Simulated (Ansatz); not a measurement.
Consider the substitution at a C–C bond: `C[CH](C)[Al]([NH2])[CH](C)C` + `NC(O)O` → `CNC(O)O` + `C[CH2][Al]([NH2])[CH](C)C`.

Isolated molecules relaxed with PBE0-D4/def2-TZVP in Ansatz; ΔE leaves out vibrations. CBS: MP2 limit from def2 TZ/QZ plus the TZ coupled-cluster correction, frozen cores. DFT in def2-TZVPP. B3LYP here is the variant with VWN-RPA as its local correlation; programs differ in this. One conformer a species, not always the lowest.

`C[CH](C)[Al]([NH2])[CH](C)C`:

```xyz
24

C     0.980    1.760    2.050
C     0.028    1.256    0.968
C    -0.337    2.388    0.003
Al    0.726   -0.316   -0.002
N     2.449   -0.705    0.178
C    -0.386   -1.504   -1.120
C    -0.962   -2.637   -0.265
C    -1.505   -0.775   -1.859
H     0.560    2.622    2.586
H     1.208    0.993    2.795
H     1.932    2.090    1.622
H    -0.902    0.933    1.458
H    -1.067    2.077   -0.750
H     0.543    2.761   -0.532
H    -0.767    3.245    0.537
H     3.094   -0.207    0.770
H     2.925   -1.460   -0.288
H     0.279   -1.958   -1.868
H    -1.565   -3.327   -0.869
H    -1.623   -2.253    0.521
H    -0.184   -3.229    0.225
H    -2.186   -0.274   -1.163
H    -1.126   -0.011   -2.545
H    -2.114   -1.470   -2.452
```

`NC(O)O`:

Z-matrix (Å, degrees):
```
C
O 1 1.398
O 1 1.390 2 112.8
N 1 1.431 2 105.1 3 -119.8
H 1 1.101 2 110.0 3 116.0
H 2 0.961 1 107.2 3 -57.5
H 3 0.966 1 105.7 2 -72.1
H 4 1.011 1 110.6 2 -44.7
H 4 1.011 1 110.7 2 -166.0
```

`CNC(O)O`:

```xyz
12

C     0.716   -1.297    0.142
N     0.696   -0.015   -0.543
C    -0.318    0.893   -0.132
O    -1.586    0.455   -0.545
O    -0.383    1.020    1.258
H     0.966   -1.224    1.206
H    -0.267   -1.760    0.060
H     1.438   -1.949   -0.351
H     1.599    0.439   -0.510
H    -0.085    1.868   -0.589
H    -1.514    0.232   -1.478
H    -1.263    1.338    1.480
```

`C[CH2][Al]([NH2])[CH](C)C`:

Z-matrix (Å, degrees):
```
C
C 1 1.529
H 1 1.095 2 112.4
H 1 1.094 2 111.6 3 -120.3
H 1 1.094 2 111.6 3 120.2
Al 2 1.964 1 115.7 3 -179.9
H 2 1.098 1 110.0 3 57.2
H 2 1.098 1 109.9 3 -57.1
C 6 1.973 2 122.8 1 -177.7
N 6 1.775 2 117.8 1 1.7
C 9 1.529 6 111.7 2 -53.9
C 9 1.530 6 111.0 2 69.6
H 9 1.098 6 107.6 2 -172.5
H 10 1.007 6 125.1 2 179.6
H 10 1.007 6 125.0 2 -0.6
H 11 1.095 9 111.5 6 59.7
H 11 1.094 9 112.5 6 -60.7
H 11 1.098 9 111.4 6 178.9
H 12 1.096 9 111.6 6 -60.5
H 12 1.098 9 111.4 6 -179.5
H 12 1.094 9 112.5 6 60.1
```

| level | ΔE (kcal/mol) | difference from CCSD(T)/CBS |
| --- | --- | --- |
| PBE-D4 | 6.4 | -0.2 |
| r2SCAN-D4 | 6.1 | -0.5 |
| PBE0-D4 | 6.3 | -0.3 |
| B3LYP-D4 | 5.7 | -0.9 |
| ωB97X-V | 5.6 | -1.0 |
| ωB97M-V | 6.1 | -0.5 |
| B2PLYP | 5.6 | -1.0 |
| PBE | 5.8 | -0.8 |
| r2SCAN | 5.8 | -0.8 |
| PBE0 | 5.7 | -0.9 |
| B3LYP | 4.7 | -1.9 |
| HF/def2-TZVPP | 3.8 | -2.8 |
| MP2/def2-TZVPP | 7.2 | 0.6 |
| SCS-MP2/def2-TZVPP | 6.4 | -0.2 |
| CCSD/def2-TZVPP | 6.1 | -0.5 |
| CCSD(T)/def2-TZVPP | 6.5 | -0.1 |
| HF/def2-QZVPP | 3.8 | -2.8 |
| MP2/def2-QZVPP | 7.3 | 0.7 |
| SCS-MP2/def2-QZVPP | 6.5 | -0.1 |
| HF/CBS(def2) | 3.8 | -2.8 |
| MP2/CBS(def2) | 7.3 | 0.7 |
| CCSD/CBS(def2) | 6.3 | -0.3 |
| CCSD(T)/CBS | 6.6 | 0 |

Largest T1 diagnostic among the species: 0.011.

The D4 term adds +1.0 kcal/mol with B3LYP and +0.6 kcal/mol with PBE0; it sums over pairs of atoms, weighted by their polarisabilities, and B3LYP, whose exchange is more repulsive, gets the larger term. In def2-TZVPP, CCSD(T) changes the Hartree–Fock value by +2.7 kcal/mol (the triples alone add +0.4 kcal/mol) and MP2 by +3.4 kcal/mol.

CCSD(T)/CBS has its own doubt, a few kJ/mol and more with outer-core shells, so smaller differences from it don't rank the levels.
